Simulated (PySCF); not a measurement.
Level of theory: CAM-B3LYP-D3(BJ)/def2-TZVP in PySCF 2.14.0. Isolated molecules, 0 K electronic values unless said otherwise. One relaxed conformer stands for a flexible species; it need not be the lowest. Delta-SCF ions had no search for a lower state. 

Reference species (SMILES): `C=C/C(C)=C/B` (neutral, multiplicity 1).

```yaml
LUMO: -1.25 eV
vertical ionisation energy (Delta-SCF): 9.12 eV
```

Changed species: `B/C=C/C=C\C`.

What does the change do to the LUMO and vertical ionisation energy (Delta-SCF)?

the LUMO rises by 0.14 eV, to -1.11 eV; the vertical ionisation energy (Delta-SCF) falls by 0.24 eV, to 8.88 eV.
